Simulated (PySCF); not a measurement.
SMILES CCC[Si](F)(F)F (PBE0/def2-SVP optimised geometry):

```
14

C      2.085    -0.927     0.022
C      0.565    -0.940     0.013
C     -0.048     0.464     0.000
Si    -1.886     0.464     0.000
F     -2.493     1.949     0.000
F     -2.488    -0.289    -1.285
F     -2.481    -0.287     1.289
H      2.475    -0.404     0.910
H      2.493    -1.949     0.032
H      2.487    -0.415    -0.867
H      0.193    -1.491     0.894
H      0.203    -1.502    -0.865
H      0.287     1.046     0.878
H      0.291     1.032    -0.885
```

Calculation: PBE0/def2-TZVP in PySCF.

**Question.** What are the frontier orbital energies and the dipole moment?

**Answer.** HOMO-2 -10.12 eV, HOMO-1 -9.78 eV, HOMO -9.50 eV, LUMO 0.70 eV, LUMO+1 1.51 eV; dipole moment 2.82 D.

On the same geometry PBE/def2-TZVP (PySCF 2.14.0) gives HOMO-2 -8.67 eV, HOMO-1 -8.34 eV, HOMO -8.08 eV, LUMO -0.14 eV, LUMO+1 0.60 eV; dipole moment 2.71 D.

Meta-Löwdin charges at PBE0/def2-TZVP: C1 -0.34, C2 -0.18, C3 -0.50, Si4 1.66, F5 -0.49, F6 -0.49, F7 -0.49, H8 0.11, H9 0.12, H10 0.11, H11 0.11, H12 0.11, H13 0.14, H14 0.14.
